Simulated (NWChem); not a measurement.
TTF (C6H4S4); SMILES C1=CSC(=C2SC=CS2)S1

Computed with NWChem. The geometry was optimised at PBE0/def2-SVP. Not confirmed as a minimum by frequencies. Level: PBE/def2-SVP with SMD (1 M gas to 1 M solution), gas-phase geometry.

Question: Predict the results for solvent anisole. Quantities: solvation free energy (kcal/mol); cavity-dispersion-structure term (kcal/mol).

Answer: 
```json
{
 "solvation free energy (kcal/mol)": "-6.6",
 "cavity-dispersion-structure term (kcal/mol)": "-2.1"
}
```
